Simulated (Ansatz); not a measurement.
| atom | x (Å) | y (Å) | z (Å) |
| --- | --- | --- | --- |
| O | 0.0000 | 0.0000 | 0.0000 |
| O | 0.0000 | 0.0000 | 2.4200 |

Basis set: pcseg-2 (spherical functions). Charge 0, multiplicity 1.

Computed with Ansatz (development build ahead of 0.2.0); each method stands on the lowest determinant of its kind that the runs found. Restricted functionals stand beside restricted open-shell atoms, which can lie above the unrestricted atoms usual in DFT and then raise those values.

Give the atomization energy at this shape (free ground-state atoms in the same class of orbitals less the molecule, no zero-point energy) of singlet O2 by PBE0 (unrestricted), PBE (unrestricted), PBE0 (restricted), UHF.

```csv
method,atomization energy
PBE0 (unrestricted),8.5 kJ/mol
PBE (unrestricted),20.5 kJ/mol
PBE0 (restricted),-485.9 kJ/mol
UHF,-4.5 kJ/mol
```

Caution: another spin multiplicity may lie lower; the shape is not the minimum. Caution for PBE0 (unrestricted), PBE (unrestricted), UHF: the unrestricted determinant is a mixture of spin states. Caution for PBE0 (restricted): an unrestricted determinant lies well below; the molecule lies well above its atoms at this level.
